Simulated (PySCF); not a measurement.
Computed IR spectrum (relative IR intensity) of a molecule C5H9Cl. Geometry: PBE0-D3(BJ)/def2-SVP. One conformer was computed; it need not be the lowest. These are PBE0-D3(BJ)/def2-SVP run with PySCF values and carry that method's errors. Frequencies are harmonic and unscaled.

```tsv
ν (cm⁻¹)	relative intensity
99	5.8
193	9.3
320	3.0
368	5.0
451	12
732	73
762	97
781	17
891	11
894	5.8
941	44
965	29
979	95
1033	32
1081	5.0
1114	26
1180	2.8
1279	90
1348	18
1369	24
1414	27
1434	39
1450	16
1464	41
1476	31
1513	6.2
3051	100
3097	69
3143	62
3145	41
3152	14
3161	49
3171	33
3239	3.2
3250	29
```

Task: Identify the compound among the candidates.
A. CC1(CCl)CC1
B. CC(C)/C=C\Cl
C. ClCC1CCC1
D. C[C@@H]1C(Cl)[C@H]1C

Result: A, CC1(CCl)CC1
